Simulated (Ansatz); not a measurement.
CH5NOSi, SMILES `N=C[SiH2]O` at its PBE0-D4/def2-TZVP geometry, where that method's forces vanish. The species carries charge 0 and has multiplicity 1.

```xyz
9

N    -1.5445    0.1253   -0.3020
C    -0.4442    0.7553   -0.3945
Si    1.0534   -0.2033    0.2564
O     0.4338   -1.6296    0.7661
H    -2.3404    0.6575   -0.6575
H    -0.3832    1.7677   -0.8175
H     1.6975    0.5534    1.3621
H     2.0510   -0.3842   -0.8310
H    -0.5232   -1.6422    0.6179
```

(1) What forces (eV/Å) does r2SCAN-D4/def2-TZVPP give on these atoms in Ansatz? (An estimate is asked.)

Answers

(1) The calculation gave: 
```
N1  -0.264 -0.217  0.050
C2   0.300  0.151 -0.016
Si3  0.015  0.023 -0.007
O4   0.010 -0.042  0.020
H5  -0.041  0.040 -0.024
H6  -0.001  0.047 -0.021
H7   0.000 -0.008 -0.021
H8  -0.007  0.009  0.019
H9  -0.013 -0.005  0.000
```
